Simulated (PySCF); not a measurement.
The vertical singlet excitations below were computed for one of the candidates. Method: PySCF, TDDFT CAM-B3LYP/def2-SVPD, vertical, gas phase, core orbitals frozen in the response. Geometries: GFN2-xTB, one conformer each.

| state | E (eV) | f |
| --- | --- | --- |
| S1 | 6.08 | 0.0044 |
| S2 | 6.17 | 0.0046 |
| S3 | 6.44 | 0.011 |
| S4 | 6.80 | 0.025 |
| S5 | 6.96 | 0.040 |
| S6 | 6.98 | 0.012 |
| S7 | 7.23 | 0.0041 |
| S8 | 7.43 | 0.017 |

Triplets computed (Tamm–Dancoff): 5.83, 5.91, 6.28 eV.

Task: Which structure fits? All have the formula C3H12N2Si2.
A. `C/C=N\[SiH2]N(C)[SiH3]`
B. `C1[SiH2]N(C)[SiH2]CN1`
C. `[SiH3]C[SiH]1NCCN1`
D. `[SiH3]N[C@H]1CNC[SiH2]1`
E. `NC[C@H]1[SiH2]CN[SiH2]1`

Result: C. Its S1, at 6.08 eV, is the highest among the candidates; the nearest of the others has S1 at 5.70 eV. S1 is HOMO→LUMO (55%), HOMO→LUMO+3 (15%), HOMO-1→LUMO+2 (8%). Löwdin shares by element: HOMO nitrogen 59%, carbon 11% or more, silicon 6% or more (atoms not listed hold the other 24%); LUMO silicon 41%, carbon 7% or more, hydrogen 6% or more (atoms not listed hold the other 46%). At the same level the other candidates give, for their lowest levels:
- `NC[C@H]1[SiH2]CN[SiH2]1`: 5.70 eV (f 0.002); 6.28 eV (f 0.005); 6.41 eV (f 0.015); 6.89 eV (f 0.010); 6.98 eV (f 0.002); T1 5.45 eV; HOMO -7.86, LUMO 1.12 eV
- `[SiH3]N[C@H]1CNC[SiH2]1`: 5.68 eV (f 0.010); 5.87 eV (f 0.003); 6.35 eV (f 0.064); 6.43 eV (f 0.001); 6.57 eV (f 0.042); T1 5.45 eV; HOMO -7.64, LUMO 1.03 eV
- `C/C=N\[SiH2]N(C)[SiH3]`: 4.28 eV (f 0.000); 5.90 eV (f 0.002); 6.44 eV (f 0.016); 6.50 eV (f 0.004); 6.73 eV (f 0.011); T1 3.74 eV; HOMO -8.02, LUMO 0.61 eV
- `CN1[SiH2]CNC[SiH2]1`: 5.18 eV (f 0.002); 5.85 eV (f 0.034); 5.96 eV (f 0.006); 6.35 eV (f 0.007); 6.41 eV (f 0.001); T1 4.94 eV; HOMO -7.27, LUMO 1.02 eV

Without π bonds the low states are Rydberg-like; a valence basis with one diffuse set may place them up to an eV too high.
